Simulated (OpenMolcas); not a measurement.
Cu4+ (d7) among equal point charges was computed by CASSCF with the d shell active (OpenMolcas, ANO-RCC-VDZP on the metal). Its lowest spin-free states, and all those of the highest spin:

```tsv
2S+1	Degeneracy	E (cm-1)
4	1	0.0
4	2	499.3
4	1	1662
4	2	2111
4	1	3682
4	2	24585
2	1	24614
2	1	24993
2	2	25173
2	1	25412
2	1	25436
2	2	25746
4	1	27016
```

Problem. Is the site octahedral, tetrahedral or cube-like, axial, or of lower symmetry?

Solution. The states with 2S+1 = 4 have orbital degeneracies 1, 2, 1, 2, 1, 2, 1. There are pairs but no triples, so the site is axial: not cubic, but with a proper or improper axis of order three or more. The run had Cu4+ among 6 point charges of -2.2 e arranged as a tetragonal octahedron (D4h), 2.03 Å from the ion, with the axial distance 2.233 Å.

Spin-orbit coupling mixes the spin-free states strongly: the lowest level takes only 56 % from its leading state, 4A2. Without dynamic correlation the repulsion within the d shell is too large (B by tens of per cent), so at a given field states of lower spin stand too high. Point charges give a weaker field than real ligands, and real ions of this kind are often low spin; the high spin found here belongs to the model. The ground term spreads over less than 5000 cm-1, several times less than with real ligands, so orbital moments are less quenched and χT lies further from the spin-only value than at real sites. This is an electrostatic model: the charges have no orbitals. No measured value stands beside these numbers.
